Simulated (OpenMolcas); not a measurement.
Cu2+ among 6 point charges of -1 e arranged as a trigonal antiprism (D3d), with a polar angle of 48.7° against the regular 54.74°.

```json
{"Program": "OpenMolcas", "Method": "SS-CASPT2, IPEA 0.25 Eh, imaginary shift 0.1 Eh (closed shells correlated: 3s 3p)", "Basis": "ANO-RCC-VDZP [5s4p2d1f]", "Scalar Hamiltonian": "DKH2, point nucleus", "Active space": "9 electrons in 5 orbitals (3d)", "State averaging": "2S+1 = 2 even, 5 roots", "Spin-orbit coupling": "state interaction with AMFI integrals over the reference wave functions"}
```

All point charges move together. At R = 1.86 Å the first state of the same spin is 1850 cm-1, and at R = 1.97 Å it is 1380 cm-1.

A third run gives 2430 cm-1. What distance was it run at?

With a power law R^-n the two known points give n = -ln(1380 / 1850) / ln(1.97 / 1.86) = 5.10. Then R = 1.86 × (1850 / 2430)^(1/5.10) = 1.763 Å. The run was at 1.76 Å, so the estimate is off by +0.003 Å.

Roots that are degenerate in the reference are averaged as groups; the widest CASPT2 spread within a group is 28 cm-1 (the 2-fold group of multiplicity 2 near 0 cm-1 above the lowest state of its run, R = 1.76). Shifts and gaps below about the spread of the groups concerned are not significant. An orbital doublet at a regular site is open to a Jahn-Teller distortion, which this geometry leaves out. Free-ion shares, where given, are those of the reference states; single-state CASPT2 does not remix them. The ground term spreads over less than 5000 cm-1, several times less than with real ligands, so orbital moments are less quenched and χT lies further from the spin-only value than at real sites (holds for R = 1.86; R = 1.97). This is an electrostatic model: the charges have no orbitals. No measured value stands beside these numbers.
